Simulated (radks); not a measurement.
Task: These are the eigenvalues of the occupied orbitals of an atom or ion with whole-number occupations (hartree). Method: Dirac Kohn-Sham, LB94 model potential, spin-unpolarised, spherical densities, finite nucleus; Fermi nuclear charge, rms radius of each element as measured or else 0.836 A^(1/3) + 0.57 fm; computed with a radial shooting solver on a logarithmic mesh with Libxc functionals.

orbital  eigenvalue
1s1/2     -2944.554
2s1/2     -566.1242
2p1/2     -545.5728
2p3/2     -481.5535
3s1/2     -177.2633
3p1/2     -168.0304
3p3/2     -153.7264
3d3/2     -138.3717
3d5/2     -135.2720
4s1/2     -77.33223
4p1/2     -73.36058
4p3/2     -69.05881
4d3/2     -62.61357
4d5/2     -61.70341

Which element is it, and in what charge state? The configuration may be excited. Open shells, if any, fill j = l - 1/2 first.

Result: Z = 78, platinum, charge +37: Pt37+ in [Kr] 4d5. The list shows which subshells hold electrons but not how many an open one holds; the 1s level, -2944.6 hartree, gives Z - s = 76.7 by -(Z - s)^2/2, which with screening and relativity narrows Z to a few neighbours, and the depths of the outer levels then fix element, charge and occupations together.
